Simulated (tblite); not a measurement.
Compound: C4H7OSi (doublet state).
Structure used (GFN2-xTB), in Å, numbered top down from 1:
```xyz
13
C4H7OSi angstrom
C      2.5929   -0.7320   -0.6394
C      1.7975    0.0702   -0.2283
Si     0.5697    1.3081    0.4194
O      0.2626    1.4590    1.9019
C     -1.0873    0.3340   -0.3687
C     -1.2775   -0.9361    0.3726
H      3.3051   -1.4190   -0.9983
H      0.5645    2.4304   -0.5264
H     -0.8454    0.2159   -1.4154
H     -1.8607    1.0686   -0.2002
H     -0.4313   -1.6061    0.2396
H     -2.1713   -1.4423   -0.0075
H     -1.4232   -0.7502    1.4330
```

Level: GFN2-xTB in tblite, geometry and Hessian alike; calculated harmonic values, unscaled, isolated species. Against measured fundamentals such values can be off by several per cent, at times by over 20. Modes of hydrogen on silicon can be 10 to 20 % off. One conformer, not necessarily the lowest. Open shells enter through the occupations alone, without spin polarisation, and single modes of such species can be off by tens of per cent.

Harmonic wavenumbers (cm⁻¹): 65.4, 93.2, 146.1, 164.7, 207.7, 225.9, 266.4, 313.9, 374.2, 609.6, 632.5, 667.1, 675.8, 686.1, 715.4, 888.8, 934.0, 1097.4, 1125.5, 1204.5, 1301.8, 1379.4, 1430.6, 1440.2, 1472.6, 2197.1, 2202.1, 2929.0, 3037.8, 3051.5, 3064.9, 3090.8, 3349.2.

A = 3294, B = 2399, C = 1684 MHz; mass 99.027 u (most abundant isotopes); point group C1, symmetry number 1; spin multiplicity 2.

Q: What is the zero-point energy?

A: ½Σν̃ = 20521 cm⁻¹ = 58.67 kcal/mol.

Q: Entropy at 200 K, 1 bar (ideal gas, RRHO, classical rotation)?

A: Translation 37.73, rotation 26.39, vibration 15.56, spin (R ln 2) 1.38: S = 81.1 cal/(mol K).

Q: And Cp and H(200 K) − H(0)?

A: Cp = 25.32 cal/(mol K), of which vibrations give 17.38 (their classical limit is 33 R = 65.6); H(200 K) − H(0) = 3.37 kcal/mol without the zero-point energy, 1.78 from vibrations.

Q: Which modes carry the vibrational entropy at 200 K?

A: 65.4 cm⁻¹: 3.50; 93.2 cm⁻¹: 2.82; 146.1 cm⁻¹: 1.98; 164.7 cm⁻¹: 1.76; 207.7 cm⁻¹: 1.36; 225.9 cm⁻¹: 1.23 cal/(mol K); the other 27 give 2.90 together.

Q: Blend soft modes into free rotors: weight 1/[1 + (100 cm⁻¹/ν̃)⁴] for the oscillator and the rest for a rotor with moment μB/(μ + B), μ = h/(8π²ν), B = 10⁻⁴⁴ kg m². What vibrational entropy results?

A: 14.96 cal/(mol K) in place of 15.56, which changes −T·S at 200 K by +0.12 kcal/mol.

Hindered rotation and anharmonicity are outside this model. Other conformers, if any are populated, would add a mixing term that is left out. The structure is chiral; the term R ln 2 for an equal mix with its mirror image is left out.

Hardware: one thread of an Arm Neoverse V1 (shared host). Cost: 0.33 s of wall time. The figure is for the frequency step alone.
